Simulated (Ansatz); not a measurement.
Gas-phase reaction R1 → P1, each structure at its B3LYP-D3(BJ)/def2-TZVP stationary point, reached from a drawn start; harmonic modes at that level show minima.
R1, CH3O (SMILES C[O]) (charge 0, multiplicity 2):
```csv
atom,x (Å),y (Å),z (Å)
C,-0.0385,-0.0395,0.0000
O,-0.0290,1.3230,0.0000
H,1.0283,-0.3400,0.0000
H,-0.4804,-0.4718,0.9088
H,-0.4804,-0.4718,-0.9088
```
P1, CH3O (SMILES [CH2]O) (charge 0, multiplicity 2, Z-matrix in Å and degrees):
```
C
O 1 1.3645
H 2 0.9632 1 109.87
H 1 1.0785 2 113.73 3 175.53
H 1 1.0823 4 121.49 2 153.14
```

P less R. No zero-point or thermal terms; open shells are unrestricted.

Cores are frozen in the correlated methods.

Run with Ansatz (Gaussian basis) for Hartree–Fock, density functionals and correlated methods. All values are computed, each at the level named.

Total energies in hartree:

```json
[
 {"structure": "R1", "PBE/def2-TZVPPD": "-114.964143", "B3LYP/def2-TZVPPD": "-115.106406", "CCSD(T)/aug-cc-pVQZ": "-114.913868"},
 {"structure": "P1", "PBE/def2-TZVPPD": "-114.977679", "B3LYP/def2-TZVPPD": "-115.117837", "CCSD(T)/aug-cc-pVQZ": "-114.928811"}
]
```

Problem. Work out the reaction energy at each level in kcal/mol (1 hartree = 627.50947 kcal/mol), and say how far PBE/def2-TZVPPD lies from CCSD(T)/aug-cc-pVQZ.

Solution. 
- PBE/def2-TZVPPD: (-114.977679) − (-114.964143) = -0.013536 hartree = -8.49 kcal/mol
- B3LYP/def2-TZVPPD: (-115.117837) − (-115.106406) = -0.011431 hartree = -7.17 kcal/mol
- CCSD(T)/aug-cc-pVQZ: (-114.928811) − (-114.913868) = -0.014943 hartree = -9.38 kcal/mol
PBE/def2-TZVPPD less CCSD(T)/aug-cc-pVQZ: 0.89 kcal/mol. CCSD(T)/aug-cc-pVQZ is the level counted from, the highest shown, and no exact or measured value.

Ansatz is an electronic-structure program.
